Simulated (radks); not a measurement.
The mercury ion Hg3+, configuration [Xe] 4f14 5d7 6s2 (not the ground configuration). Calculated with a radial shooting solver on a logarithmic mesh with Libxc functionals: scalar-relativistic Kohn-Sham, r2SCAN, spin-unpolarised, spherical densities, finite nucleus; meta-GGA in the generalised Kohn-Sham scheme; Fermi nuclear charge, rms radius 5.4648 fm.

Local quantities along the radius. ELF = 1/(1 + alpha^2) is the electron localisation function; alpha = (tau - tau_W)/tau_unif compares the Pauli kinetic energy density with that of the uniform gas. tau is taken from the large components.

```
   r/bohr * ELF (the largest magnitude, 0.999, reaches the edge; | marks zero)
 0.001308 |                                                      *
 0.001758 |                                                      *
 0.002364 |                                                      *
 0.003178 |                                                      *
 0.004239 |                                                      *
 0.005699 |                                                      *
 0.007662 |                                                     *
   0.0103 |                                                   *
  0.01385 |                                         *
  0.01847 |                        *
  0.02483 |                 *
  0.03339 |                           *
  0.04489 |                                       *
  0.06036 |                                    *
  0.08115 |                    *
   0.1082 |                       *
   0.1455 |                                      *
   0.1956 |                             *
    0.263 |               *
   0.3536 |                                   *
   0.4754 |                                   *
   0.6341 |                  *
   0.8526 |                         *
    1.146 |                                 *
    1.541 |                       *
    2.072 |                   *
    2.786 |                     *
    3.715 |             *
    4.995 | *
```

On this mesh the ELF has minima near r = 0.025, 0.094, 0.26, 0.74 bohr, which separate the shells, and maxima near 0.052 (0.74), 0.15 (0.71), 0.41 (0.72), 1.1 (0.62), 2.8 (0.39).
